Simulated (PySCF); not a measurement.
Two-component Hartree-Fock for Hg (mercury, neutral)

Start: [Xe] 4f14 5d10 6s1 6p1; 6s1/2 filled at m_j = +1/2; 6p3/2 filled at m_j = +3/2. Calculated with PySCF 2.14 in x2c-TZVPall-2c (11s11p10d2f, 108 functions): generalised Hartree-Fock with the X2C-1e Hamiltonian and a Gaussian nucleus; spin-orbit coupling (SO) screened by Boettger's factors. This is a chosen level, not necessarily the ground level.

```tsv
spinor shell	electrons	ε, screened SO (eV)	weight of nominal j (screened SO)	rms radius, screened SO (bohr)
1s1/2	2	-83540.1	1.000	0.0187
2s1/2	2	-14957.8	1.000	0.0755
2p1/2	2	-14327.1	1.000	0.0639
2p3/2	4	-12374.1	1.000	0.0720
3s1/2	2	-3620.3	1.000	0.193
3p1/2	2	-3337.3	1.000	0.184
3p3/2	4	-2898.3	1.000	0.201
3d3/2	4	-2435.3	1.000	0.176
3d5/2	6	-2341.7	1.000	0.180
4s1/2	2	-835.01	1.000	0.424
4p1/2	2	-712.59	1.000	0.429
4p3/2	4	-605.18	1.000	0.463
4d3/2	4	-404.86	1.000	0.475
4d5/2	6	-384.23	1.000	0.486
5s1/2	2	-140.76	1.000	0.971
4f5/2	6	-123.71	1.000	0.526
4f7/2	8	-119.55	1.000	0.528
5p1/2	2	-98.379	1.000	1.05
5p3/2	4	-79.439	1.000	1.15
5d3/2	4	-19.864	0.995	1.54
5d5/2	6	-17.701	0.997	1.62
6s1/2	1	-11.764	0.999	2.98
6p3/2	1	-4.715	1.000	4.30
```

```json
{"quantity": "E (hartree)", "screened SO": "-19639.52645"}
{"quantity": "M_J", "screened SO": "2"}
{"quantity": "⟨J²⟩", "screened SO": "6.016"}
{"quantity": "⟨L²⟩", "screened SO": "2.194"}
{"quantity": "⟨S²⟩", "screened SO": "2.193"}
```

Each row is a mean over spinors that exchange with the open shell spreads, by up to 0.436 eV (5d5/2).

Breit and QED terms are absent; they matter most for the inner s and p1/2 levels.

Densities and radii are taken from the X2C orbitals without a picture-change correction, which distorts them close to the nucleus.
